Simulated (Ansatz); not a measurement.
Li, charge -1, singlet (a gas-phase anion, which may not be bound at this level); REVPBE/6-31G* in Ansatz (a program for electronic structure).

The Ansatz input:
Ansatz 0.2 input:
```yaml
crystal:
  periodic: [false, false, false]
  atoms:
    - {symbol: Li, position_ang: [0.00000000, 0.00000000, 0.00000000]}
basis:
  gaussian:
    orbitals: 6-31G*
hamiltonian:
  xc: revpbe
total_charge: -1
accuracy: high
```

Q: What does Ansatz print? Leave out banner, timings and long lists.

A: 
```
Functional definition: revPBE
95 factors; integrals over basis functions are off by at most 1.7e-8 eV
mean field evaluation 1: about -203.8299 eV, gradient 6.2e-1 eV
mean field evaluation 2: about -203.8262 eV, gradient 6.8e-1 eV
mean field evaluation 4: about -203.8315 eV, gradient 2.3e-4 eV
mean field evaluation 8: about -203.8314 eV, gradient 2.7e-5 eV
mean field evaluation 16: about -201.0473 eV, gradient 1.3e0 eV
mean field -203.83135648 eV, -7.4906641886 hartree, gradient 1.5e-8 eV, S^2 0.000000; 0 other end points of the search recorded, 0 dependent functions left out
reference -203.83135846 eV, -7.4906642617 hartree; 2, 2 occupied and 13, 13 virtual orbitals, 95 factors
Total energy: -203.83135846 eV, -7.4906642617 hartree
```
